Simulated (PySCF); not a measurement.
Level of theory: PBE-D3(BJ)/def2-TZVP // PBE-D3(BJ)/def2-SVP run with PySCF. All species are isolated molecules in the gas phase. One relaxed conformer stands for a flexible species; it need not be the lowest. 

Reference species: [Zn(OH)(NH2)] (neutral, multiplicity 1).

```yaml
HOMO–LUMO gap: 4.24 eV
charge on the central atom (Mulliken): 0.40 e
```

Changed species: [Zn(OH)2] (0 of 2 OH replaced by NH2; the reference has 1 of 2 OH replaced by NH2).

Task: What does the change do to the HOMO–LUMO gap and charge on the central atom (Mulliken)?

Result: the HOMO–LUMO gap goes up by 0.47 eV, to 4.71 eV; the charge on the central atom (Mulliken) rises by 0.10 e, to 0.50 e.
